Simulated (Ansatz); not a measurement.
Computed with Ansatz on PBE0-D4/def2-TZVP structures; ΔE is electronic, products minus reactants. CCSD(T)/CBS adds triple-zeta CCSD(T) − MP2 to the extrapolated MP2 energy (def2 sets, frozen cores). DFT in def2-TZVPP. Elements past krypton have def2 core potentials. For Ge, Nb outer-core shells are correlated without core-valence functions, which leaves a few kJ/mol of doubt a bond. Scalar relativity is left out up to krypton. Each species was taken in one conformer, which may not be the lowest.

Reaction (redistribution): `[F][Ge]([F])([Cl])[Cl]` + `[OH][Nb]([OH])([OH])([F])[F]` → `[OH][Ge]([F])([Cl])[Cl]` + `[OH][Nb]([OH])([F])([F])[F]`

`[F][Ge]([F])([Cl])[Cl]`:

```xyz
5

F    -1.411    0.654   -0.772
Ge   -0.048    0.002    0.018
F    -0.603   -0.574    1.524
Cl    1.362    1.521    0.334
Cl    0.700   -1.603   -1.104
```

`[OH][Nb]([OH])([OH])([F])[F]`:

```xyz
9

O     1.086   -1.212    0.910
Nb    0.230    0.298    0.204
O    -1.529   -0.231    0.592
O    -0.347    0.218   -1.618
F     1.811    0.995   -0.565
F     0.154    1.786    1.321
H     0.675   -2.019    1.228
H    -2.387   -0.353    0.186
H     0.307    0.518   -2.258
```

`[OH][Ge]([F])([Cl])[Cl]`:

Cartesian coordinates in Å:
```
O 1.279 -0.637 -0.188
Ge -0.277 0.051 0.179
F -0.068 1.570 0.949
Cl -1.418 0.425 -1.563
Cl -1.257 -1.239 1.514
H 1.741 -0.170 -0.892
```

`[OH][Nb]([OH])([F])([F])[F]`:

Cartesian coordinates in Å:
```
O 1.206 -0.611 0.641
Nb -0.473 -0.072 0.013
O 0.171 1.322 -1.048
F -0.674 -1.724 -0.817
F -2.250 0.257 -0.473
F -0.974 0.376 1.746
H 1.897 -1.108 1.074
H 1.098 1.560 -1.137
```

```csv
level,ΔE (kJ/mol)
PBE0-D4,-17.0
CAM-B3LYP-D4,-17.4
ωB97X-V,-17.6
SCS-MP2/def2-TZVPP,-12.1
```

(1) What does CCSD(T)/CBS give? (Estimate.)

Largest T1 diagnostic among the species: 0.020, so the coupled-cluster value is less sure than usual.

## Answers

(1) The calculation gave: -13.0 kJ/mol. The listed levels differ from it by -4.0, -4.4, -4.6, 0.9 kJ/mol.

Leaving LDA and LC-ωPBE aside and taking each functional with its dispersion term where it has one, the values, not all of them listed here, spread over 3.1 kJ/mol, from revPBE-D4 to B2PLYP.
